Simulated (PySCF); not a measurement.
# C₆ coefficients of unlike pairs at PBE

Calculated with PySCF 2.14 from the dipole response of each species, C₆(A,B) = (3/π) ∫ α_A(iu) α_B(iu) du, in atomic units, from isotropic polarisabilities. For ions this is the dispersion term alone; charge-induced terms of lower order in 1/R come first.

```json
{"species": "Ru³⁺", "configuration": "[Kr] 4d5 (6S)", "basis": "aug-cc-pVTZ-PP with one added diffuse shell each of s, p, d, f, g type with ECP28MDF (7s7p6d4f3g)", "relativity": "core potential", "α (bohr³)": "5.160", "C₆ (like pair)": "23.52"}
{"species": "Tc²⁺", "configuration": "[Kr] 4d5 (6S)", "basis": "aug-cc-pVDZ-PP with ECP28MDF (5s5p4d2f)", "relativity": "core potential", "α (bohr³)": "9.273", "C₆ (like pair)": "50.15"}
{"species": "Si²⁺", "configuration": "[Ne] 3s2 (1S)", "basis": "x2c-TZVPPall with one added diffuse shell each of s, p, d type (6s6p4d1f)", "relativity": "spin-free X2C", "α (bohr³)": "11.57", "C₆ (like pair)": "39.60"}
{"species": "Sc", "configuration": "[Ar] 3d1 4s2 (2D)", "basis": "dyall-av2z (16s12p7d2f)", "relativity": "none", "α (bohr³)": "125.0", "C₆ (like pair)": "1509"}
```

(1) Estimate C₆ for Si²⁺ with Tc²⁺.

No spin-orbit coupling is included.

The other pairs:

```json
{"pair": "Sc, Ru³⁺", "C₆": "121.4"}
{"pair": "Sc, Si²⁺", "C₆": "216.5"}
{"pair": "Tc²⁺, Ru³⁺", "C₆": "33.93"}
{"pair": "Sc, Tc²⁺", "C₆": "201.3"}
{"pair": "Si²⁺, Ru³⁺", "C₆": "26.52"}
```

## Answers

(1) The integral gives 41.59. The combination rule 2 C_A C_B / (C_A α_B/α_A + C_B α_A/α_B) gives 42.11 and the geometric mean 44.57.
